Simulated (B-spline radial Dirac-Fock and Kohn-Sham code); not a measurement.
Subshell photoionisation cross sections of Sm²⁺ against photon energy

System: samarium as Sm²⁺, configuration [Xe] 4f6.

The run's input, task.json:

```json
{"items": [{
  "Z": 62,
  "q": 2,
  "cfg": [[1, 0, 2], [2, 0, 2], [2, 1, 6], [3, 0, 2], [3, 1, 6], [3, 2, 10], [4, 0, 2], [4, 1, 6], [4, 2, 10], [4, 3, 6], [5, 0, 2], [5, 1, 6]],
  "A": 152,
  "rrms": 5.0819,
  "do": ["binding", "quiet", "photo", "scan"],
  "hv": [67.1, 80, 100, 200, 712.0, 917.0, 1486.9, 3380.0, 22162.9, 29300.0, 30000, 33600.0, 92200.0, 104000.0, 150000, 200000]
}]}
```

Run with: `python xray_run.py task.json out`

The computed values come from a radial B-spline solver: independent-particle photoionisation in a Dirac-Hartree-Slater potential with a Latter tail, all multipoles, thresholds from Dirac-Fock ΔSCF. Values are in kb per electron; a dash marks an energy below the computed threshold. Values for outer subshells far above threshold carry numerical ripple of a few per cent.

| hν (eV) | 1s | 2s | 2p3/2 | 3d3/2 | 4p3/2 |
| --- | --- | --- | --- | --- | --- |
| 712 | – | – | – | – | 37.6 |
| 917 | – | – | – | – | 26.8 |
| 1486.9 | – | – | – | 95.6 | 12.5 |
| 3380 | – | – | – | 9.64 | 2.60 |
| 22162.9 | – | 1.05 | 0.541 | 0.0132 | 0.0222 |
| 29300 | – | 0.567 | 0.223 | 0.00441 | 0.00960 |
| 30000 | – | 0.537 | 0.207 | 0.00402 | 0.00893 |
| 33600 | – | 0.414 | 0.144 | 0.00256 | 0.00630 |
| 92200 | 0.348 | 0.0338 | 0.00497 | 4.36e-05 | 0.000244 |
| 104000 | 0.250 | 0.0246 | 0.00331 | 2.69e-05 | 0.000164 |
| 150000 | 0.0906 | 0.00929 | 0.000961 | 6.29e-06 | 4.87e-05 |
| 200000 | 0.0407 | 0.00428 | 0.000370 | 2.06e-06 | 1.90e-05 |

At 200000 eV the multipoles beyond E1 give 38.4 % of 1s, 39.8 % of 2s, 54.3 % of 2p3/2, 74.0 % of 3d3/2, 53.7 % of 4p3/2.
